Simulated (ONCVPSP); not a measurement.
## Before and after: ONCV potential for Ti

Ti, optimised norm-conserving Vanderbilt (ONCV), made with ONCVPSP 4.0.1 (Wu-Cohen, scalar-relativistic). Core [Ar], reference 3d2 4s2. Waves: 4s: rc 2.70 bohr, ncon 5, nbas 8, qcut 2.3 1/bohr, 2 projectors, debl 1.6 Ha; p scattering state at 0.06 Ha: rc 2.55 bohr, ncon 3, nbas 6, qcut 2.8 1/bohr, 2 projectors, debl 0.7 Ha; 3d: rc 2.25 bohr, ncon 4, nbas 9, qcut 6.9 1/bohr, 2 projectors, debl 3.9 Ha. Local part: polynomial inside 1.75 bohr (lpopt 5, dvloc0 1 Ha). Core correction: none.

In the p channel the program set the typed energies aside and used 0.050, 0.750 Ha.

All-electron outer shells of the reference configuration (Wu-Cohen, scalar-relativistic, ld1.x):

| shell | level (eV) | outermost node (bohr) | outermost maximum (bohr) |
| --- | --- | --- | --- |
| 3p | -38.80 | 0.37 | 0.90 |
| 4s | -4.49 | 1.24 | 2.92 |
| 3d | -4.28 | – | 0.98 |

Change: functional PW91.

Cutoffs: the cutoffs (Ha) at which the residual kinetic energy of the hardest occupied pseudo-wave falls to 1 and 0.1 mHa per electron; they do not see the model core or the augmentation charge, which bear on the density cutoff. Errors are all-electron minus pseudo energies relative to the spin-unpolarised reference configuration.

How do hardness, ghosts and transferability respond?

The potential gets neither clearly harder nor softer (18 Ha and 21 Ha → 18 Ha and 21 Ha); of the 4 tests that both files solve, the error grows in 3 and shrinks in 1 by more than 15 % and 0.3 meV (median size 25.8 → 103.5 meV); neither file shows a bound ghost.

```csv
quantity,base,changed
"cutoff, loose",18 Ha,18 Ha
"cutoff, tight",21 Ha,21 Ha
loose cutoff by channel,"s 2.7 Ha, d 18 Ha","s 2.6 Ha, d 18 Ha"
bound ghosts,none,none
GHOST(+) flags under 300 eV,s at 42.0 eV,s at 40.9 eV
"error for 3d2 4s1, meV [ΔE 7.37 → 7.39 eV]",-16,+4.2
"error for 3d2 4s0, meV [ΔE 20.78 → 20.99 eV]",+36,+169
"error for 3d1 4s0, meV [ΔE 47.71 → 48.04 eV]",+384,+582
"error for 3d2 4s0 4p1, meV [ΔE 11.15 → 11.18 eV]",-3.3,+38
s: phases at 2.74 bohr within 0.05 rad from the reference energy up to (Ha; the scan ends near 5),2.1,2.1
p: phases at 2.58 bohr within 0.05 rad from the reference energy up to (Ha; the scan ends near 5),1.5,1.5
d: phases at 2.28 bohr within 0.05 rad from the reference energy up to (Ha; the scan ends near 5),0.7,0.7
```
